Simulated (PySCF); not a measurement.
borohydride (BH4), SMILES [BH4-], charge -1. Geometry optimised at PBE-D3(BJ)/def2-TZVPD.

Computed with PySCF 2.14.0 with PBE-D3(BJ)/def2-TZVPD.

Harmonic wavenumbers (cm⁻¹): 1025, 1025, 1025, 1148, 1148, 2224, 2224, 2224, 2227. Rotational constants (GHz): 121.3, 121.3, 121.3; symmetry number 12.

Task: Work out the zero-point energy and the ideal-gas rigid-rotor harmonic-oscillator thermochemistry at 298.15 K and 1 atm.

Result: ZPE = ½ Σ hcν = ½ × 14270 cm⁻¹ = 85.35 kJ/mol. H − E(el) = 95.64 kJ/mol. Entropy in J/(mol K): translation 142.39, rotation 45.66, vibration 1.50, total 189.54. G − E(el) = 39.13 kJ/mol. Cp = 39.76 J/(mol K).
